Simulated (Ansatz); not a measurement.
Isolated molecules relaxed with PBE0-D4/def2-TZVP in Ansatz; ΔE leaves out vibrations. CBS: MP2 limit from def2 TZ/QZ plus the TZ coupled-cluster correction, frozen cores. DFT in def2-TZVPP. One conformer a species, not always the lowest.

Reaction (isomerisation): `C1NP[SiH2]1` → `C=NP[SiH3]`

(1) Is it downhill or uphill in electronic energy at CCSD(T)/CBS, and by how much? (Estimate.)

(2) What do these levels give: revPBE-D4, r2SCANh-D4, ωB97X-V, B2PLYP, PBE-QIDH, BHLYP, RPA@PBE/def2-TZVPP, CCSD(T)/def2-SVP, HF/def2-TZVPP, CCSD/def2-TZVPP, HF/def2-QZVPP, CCSD/CBS(def2)? (Best estimate.)

Largest T1 diagnostic among the species: 0.015.

Answers

(1) The calculation gave: Uphill: ΔE = +31.9 kJ/mol.

(2) Ansatz gave: revPBE-D4 24.5, r2SCANh-D4 31.4, ωB97X-V 37.8, B2PLYP 20.6, PBE-QIDH 47.2, BHLYP 23.9, RPA@PBE/def2-TZVPP 22.3, CCSD(T)/def2-SVP 14.1, HF/def2-TZVPP 8.4, CCSD/def2-TZVPP 27.5, HF/def2-QZVPP 8.5, CCSD/CBS(def2) 33.3 kJ/mol.

From PBE to PBE0 (25 % exact exchange), in def2-TZVPP and without D4, ΔE moves by +12.8 kJ/mol. In def2-TZVPP, CCSD(T) changes the Hartree–Fock value by +17.6 kJ/mol (the triples alone add −1.4 kJ/mol) and MP2 by +29.0 kJ/mol.
